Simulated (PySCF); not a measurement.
# Bond curve of HfN

Set-up: PySCF, scalar-relativistic core potentials, basis sets Hf def2-TZVPPD with ECP60, N def2-TZVPPD. Energies in eV from Hf (5d2 6s2) + N in their ground configurations at the same level. State: ²Σ⁺ (doublet), unpaired electrons σ ↑.

Curves on a restricted Hartree–Fock reference rise too fast on stretching and do not dissociate correctly.

```json
{"R (Å)": "1.544", "ROHF-CCSD": "-3.742", "ROHF-CCSD(T)": "-4.121"}
{"R (Å)": "1.613", "ROHF-CCSD": "-4.408", "ROHF-CCSD(T)": "-4.844"}
{"R (Å)": "1.665", "ROHF-CCSD": "-4.662", "ROHF-CCSD(T)": "-5.145"}
{"R (Å)": "1.716", "ROHF-CCSD": "-4.753", "ROHF-CCSD(T)": "-5.288"}
{"R (Å)": "1.768", "ROHF-CCSD": "-4.716", "ROHF-CCSD(T)": "-5.308"}
{"R (Å)": "1.836", "ROHF-CCSD": "-4.520", "ROHF-CCSD(T)": "-5.196"}
{"R (Å)": "1.922", "ROHF-CCSD": "-4.110", "ROHF-CCSD(T)": "-4.899"}
{"R (Å)": "2.025", "ROHF-CCSD": "-3.470", "ROHF-CCSD(T)": "-4.388"}
```

Problem. Put a parabola through the three lowest points of the ROHF-CCSD curve and estimate Re, k and ωe (reduced mass 12.99 u; 1 eV/Å² = 0.16022 mdyn/Å; ωe = 1302.8·√(k/μ) cm⁻¹).

Solution. Through R = 1.665, 1.716, 1.768 Å the second-order coefficient is 24.2 eV/Å², so Re ≈ 1.727 Å, k ≈ 7.76 mdyn/Å and ωe ≈ 1007 cm⁻¹. A polynomial fit of higher order to the unrounded ROHF-CCSD energies gives Re = 1.725 Å, k = 7.31 mdyn/Å, ωe = 977 cm⁻¹; anharmonicity and rounding make the difference.

The higher-order fit for each curve: ROHF-CCSD: Re = 1.725 Å, ωe = 977 cm⁻¹, De = 4.75 eV; ROHF-CCSD(T): Re = 1.751 Å, ωe = 890 cm⁻¹, De = 5.31 eV.

Correlated steps freeze 1 core orbital. These are scalar-relativistic numbers at best; spin–orbit coupling would shift them, the dissociation energy most. The CCSD T1 diagnostic is raised, a sign that a single reference may not be enough here. The state is the lowest single determinant that the PBE0 search found; with open d or f shells the true ground state can be another one.
